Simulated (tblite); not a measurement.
Species: CH₁₂AsNSi₃.
Cartesian coordinates in Å at the GFN2-xTB level; atoms count from 1:
```
atom  x, y, z in Å
Si1   -1.5940   -1.0897   -1.1505
N2    -0.9682    0.0526    0.0061
Si3   -1.2255    1.7687   -0.1424
Si4   -0.0812   -0.5446    1.3861
C5     1.7757   -0.2432    1.1323
As6    2.3763   -0.8573   -0.6487
H7    -1.9805   -0.3463   -2.3481
H8    -0.5384   -2.0654   -1.4573
H9    -2.7615   -1.7621   -0.5694
H10   -0.0734    2.4653    0.4360
H11   -2.4452    2.1386    0.5831
H12   -1.3479    2.0937   -1.5625
H13   -0.5484    0.1598    2.5889
H14   -0.3515   -1.9827    1.5031
H15    2.3301   -0.8011    1.8905
H16    2.0156    0.8119    1.2626
H17    3.6714   -0.0615   -0.6176
H18    1.7377    0.2695   -1.4038
```

All values are computed: GFN2-xTB (tblite) harmonic vibrations without scaling, gas phase. Errors from tens to a few hundred cm⁻¹ against measured bands are possible. Modes of hydrogen on arsenic and silicon can be 10 to 20 % off. One conformer, not necessarily the lowest. The optimisation stopped once no atom felt more than 0.01 eV/Å.

Lowest wavenumbers of the output (negative numbers stand for imaginary wavenumbers):
```
mode    cm-1
  1     -53.4
  2      16.4
  3      44.9
  4      63.9
  5      97.6
  6     140.0
  7     182.3
  8     206.6
  9     215.1
 10     249.9
```

**Question.** Is this structure a minimum?

**Answer.** Not by this Hessian. 1 mode is imaginary beyond 20i (53i cm⁻¹), so at this level the point lies at or near a first-order saddle. The curvature is small, so loose convergence or finite differences may be the whole cause.

**Question.** Which atoms move in the imaginary mode?

**Answer.** 53i: H11 (Si–H hydrogen) 35 %, H10 (Si–H hydrogen) 29 %, H12 (Si–H hydrogen) 29 %. These are shares of the mass-weighted motion.

**Question.** What is the remedy?

**Answer.** Step along that mode in both directions, optimise again with tighter thresholds and repeat the frequencies. The zero-point energy of this point (69.6 kcal/mol) counts the 47 real modes alone, and thermal corrections from it aren't those of a minimum.

Hardware: one thread of an Arm Neoverse V2, no GPU, shared host with 96 logical CPUs at a one-minute load of 43. Cost: 0.72 s. The figure is for the frequency step alone.
